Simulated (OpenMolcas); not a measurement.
Ag3+: moving or changing the point charges

Ag3+ among 6 point charges of -1 e arranged as a tetragonal octahedron (D4h), 2.02 Å from the ion, with the axial distance 2.363 Å.

```json
{"Program": "OpenMolcas 26.06", "Method": "CASSCF", "Basis": "ANO-RCC-VTZP [7s6p4d2f1g]", "Scalar Hamiltonian": "DKH2, point nucleus", "Active space": "8 electrons in 5 orbitals (4d)", "State averaging": "2S+1 = 3 even, 10 roots; 2S+1 = 1 even, 15 roots", "Spin-orbit coupling": "state interaction with AMFI integrals over the reference wave functions"}
```

Runs around this geometry, states (labels of D4, the rotations of D4h). Energies in cm-1 above the lowest state or level, χT in cm3 K/mol.

```
R (Å)  q (e)  Axial / equatorial distance  Ground state  First state of that spin  First gap with spin-orbit (degeneracies)  χT at 300 K  First state of another spin
 2.02     -1                         1.08           3B1                   3E 2314                               18.8 (2, 1)        2.722                    1A1 15025
 2.02  -0.65                         1.17           3B1                   3E 1187                               50.3 (2, 1)        3.050                    1A1 14454
 1.91     -1                         1.17           3B1                   3E 2358                               18.6 (2, 1)        2.651                    1A1 14518
 2.02     -1                         1.17           3B1                   3E 1781                               41.8 (2, 1)        2.810                    1A1 14505
 2.11     -1                         1.17           3B1                   3E 1426                               56.9 (2, 1)        2.935                    1A1 14445
```

Taking the first state of the same spin as R^-n, n = -ln(1426 / 2358) / ln(2.11 / 1.91) = 5.1 between the shortest and longest distance.

Scaling the charges by -0.65 / -1 = 0.65 scales the first state of the same spin by 1187 / 1781 = 0.67; with fixed orbitals a first-order splitting would follow the charge.

Without dynamic correlation the repulsion within the d shell is too large (B by tens of per cent), so at a given field states of lower spin stand too high. Real 4d8 and 5d8 ions are as a rule square planar and diamagnetic. Point charges give a weaker field than real ligands, and real ions of this kind are as a rule low spin; the high spin found here belongs to the model. Spin-orbit coupling mixes the spin-free states strongly: the lowest level takes only 69 % from its leading state, 3B1 (figures for R = 2.02, q = -1, ratio = 1.08; the like holds for R = 2.02, q = -0.65, ratio = 1.17, R = 2.02, q = -1, ratio = 1.17, R = 2.11, q = -1, ratio = 1.17). The ground term spreads over less than 5000 cm-1, several times less than with real ligands, so orbital moments are less quenched and χT lies further from the spin-only value than at real sites (holds for R = 2.02, q = -1, ratio = 1.08; R = 2.02, q = -0.65, ratio = 1.17; R = 2.02, q = -1, ratio = 1.17; R = 2.11, q = -1, ratio = 1.17). This shell can be high or low spin here, a state of another spin lies low, and with metal d orbitals alone active their balance is uncertain, so the ground spin may be wrong (holds for R = 2.02, q = -0.65, ratio = 1.17; R = 1.91, q = -1, ratio = 1.17; R = 2.02, q = -1, ratio = 1.17; R = 2.11, q = -1, ratio = 1.17). This is an electrostatic model: the charges have no orbitals. No measured value stands beside these numbers.
